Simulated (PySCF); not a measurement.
Spin-rotation constants: SMILES CCC(F)(F)S(=O)(=O)Cl, C$_{3}$H$_{5}$ClF$_{2}$O$_{2}$S

Geometry:
```csv
atom,x (Å),y (Å),z (Å)
C1,-1.542,-0.350,-0.501
C2,-0.861,0.695,0.375
C3,0.465,0.195,0.874
F4,1.170,1.130,1.534
F5,0.396,-0.881,1.669
S6,1.542,-0.312,-0.574
O7,1.262,-1.655,-0.953
O8,1.463,0.717,-1.556
Cl9,3.394,-0.274,0.221
H10,-2.524,0.008,-0.800
H11,-1.662,-1.286,0.040
H12,-0.953,-0.541,-1.393
H13,-1.486,0.947,1.237
H14,-0.663,1.605,-0.195
```

Method used: GIAO PBE0/pcSseg-1 magnetisability, rotational g tensor and spin-rotation constants, non-relativistic, gas phase (PySCF). Geometry: GFN2-xTB.

Question: Give the nuclear spin-rotation constants along the inertial axes (H = +C I·J) beside the isotropic shieldings.

Answer: Rotational constants 1.7887, 1.0701, 0.9030 GHz. A star marks the isotopologue with that one atom substituted, in its own axes.
```
atom  isotope  Caa (kHz)  Cbb (kHz)  Ccc (kHz)  mean (kHz)  σ (ppm)
  F4      19F      2.337      1.095      1.016       1.483    269.6
  F5      19F      2.572      0.805      0.822       1.400    290.2
 Cl9     35Cl      0.399      0.571      0.524       0.498    396.4
 H10       1H     -0.004     -0.112     -0.091      -0.069     30.5
 H11       1H     -0.183     -0.121      0.009      -0.098     30.5
 H12       1H     -0.082     -0.033     -0.112      -0.075     30.2
 H13       1H     -0.051     -0.049     -0.109      -0.070     29.3
 H14       1H     -0.173     -0.123      0.019      -0.093     29.2
  C1     13C*      0.241      0.134      0.112       0.162    177.3
  C2     13C*      0.278      0.173      0.141       0.198    157.2
  C3     13C*      0.561      0.340      0.286       0.396     50.9
  S6     33S*      0.841      0.476      0.301       0.540    155.3
  O7     17O*     -0.443     -0.349     -0.307      -0.366     24.8
```
For the geometry as given, no vibrational averaging.
